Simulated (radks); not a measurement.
Effect of the nuclear size on the oxygen ion O+, [He] 2s2 2p3. All-electron calculation, Dirac Kohn-Sham, PBE, spin-unpolarised, spherical densities, finite nucleus; open shells fill j = l - 1/2 first; Fermi nuclear charge, rms radius 2.6991 fm. Program: a radial shooting solver on a logarithmic mesh with Libxc functionals. The rms radius is varied about that value; shifts are against it.

rms radius (fm)  total energy shift (eV)  density at nucleus (e/bohr^3)  1s1/2 shift (meV)
2.3914                        -0.0000826                          323.5             -0.032
2.5048                        -0.0000533                          323.5             -0.021
2.6991                                 0                          323.3              0.000
2.8556                         0.0000457                          323.3              0.018
3.2524                          0.000173                          323.1              0.068

Slopes of the eigenvalues against <r^2> in GHz/fm^2, as finite differences over the two radii next to the reference (eigenvalue slopes, not the field-shift constants of lines): 1s1/2 4.97.
